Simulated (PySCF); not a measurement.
A PySCF script (with the pyscf-properties extension) for the NMR shieldings of SMILES BCC=C=C, C$_{4}$H$_{7}$B, on a PBE0-D3(BJ)/def2-SVP geometry:

```python
import basis_set_exchange as bse
import numpy as np
from pyscf import gto, dft
from pyscf.prop import nmr

atoms = """
B    -0.938306    0.465994   -0.295984
C    -1.096012   -0.583047    1.066112
C    -0.052511   -0.941743    0.165064
C     0.750901    0.079208   -0.321653
C     1.923945    0.585069   -0.647389
H    -0.795725    1.540412    0.235859
H    -1.622383    0.325655   -1.277627
H    -1.941083   -1.270904    1.134579
H    -0.865346   -0.022491    1.973026
H    -0.230825   -1.783670   -0.516676
H     2.851573    0.096418   -0.332468
H     2.003556    1.509685   -1.224508
"""
names = dict.fromkeys(["B", "C", "H"], "pcSseg-2")
basis = {el: gto.basis.parse(bse.get_basis(n, elements=[el], fmt="nwchem")) for el, n in names.items()}
mol = gto.M(atom=atoms, basis=basis, charge=0, verbose=0)
mf = dft.RKS(mol, xc="PBE0")
mf.grids.level = 2
mf.grids.alignment = dft.numint.BLKSIZE   # the property module wants whole blocks of grid points
mf.conv_tol = 1e-9
mf.kernel()

calc = nmr.RKS(mf)   # GIAO
C = mf.mo_coeff
Co = C[:, mf.mo_occ > 0]
resp = mf.gen_response(singlet=True, hermi=2)
def vind(x):   # induced exchange potential for any number of trial vectors
    d = np.einsum("pi,xij,qj->xpq", C, 2 * x.reshape(-1, C.shape[1], Co.shape[1]), Co, optimize=True)
    return np.einsum("xpq,pi,qj->xij", resp(d - d.transpose(0, 2, 1)), C, Co, optimize=True).ravel()
mo1, _ = nmr.rhf.solve_mo1(calc, with_cphf=vind)
sigma = calc.kernel(mo1)
for i, s in enumerate(sigma):   # ppm
    w = np.linalg.eigvalsh((s + s.T) / 2)
    print("%2d %-2s iso %8.1f  s11 %8.1f  s22 %8.1f  s33 %8.1f" % (i, mol.atom_pure_symbol(i), w.mean(), *w))
```

Question: What are the results?

Answer: 
```
 0 B  iso    156.4  s11    128.2  s22    141.2  s33    199.8
 1 C  iso    134.6  s11     94.9  s22    135.9  s33    173.1
 2 C  iso     89.1  s11     27.1  s22     80.4  s33    159.8
 3 C  iso    -10.2  s11    -63.4  s22     -4.1  s33     36.9
 4 C  iso     81.1  s11    -16.9  s22     95.5  s33    164.7
 5 H  iso     29.6  s11     26.4  s22     27.3  s33     35.1
 6 H  iso     31.5  s11     26.9  s22     27.6  s33     39.9
 7 H  iso     28.6  s11     24.6  s22     25.3  s33     35.9
 8 H  iso     28.7  s11     23.8  s22     25.9  s33     36.5
 9 H  iso     26.0  s11     21.9  s22     24.6  s33     31.5
10 H  iso     25.5  s11     22.6  s22     24.5  s33     29.4
11 H  iso     26.0  s11     23.2  s22     24.5  s33     30.3
```

These numbers come from an equivalent density-fitted implementation of the same equations, which agrees with the script to about 0.01 ppm for H and up to a few tenths of a ppm for heavy atoms, so last digits may differ.

Size and cost of the density-fitted run: 278 basis functions, 26 s wall time on 1 thread of an x86-64 server CPU, shared host.
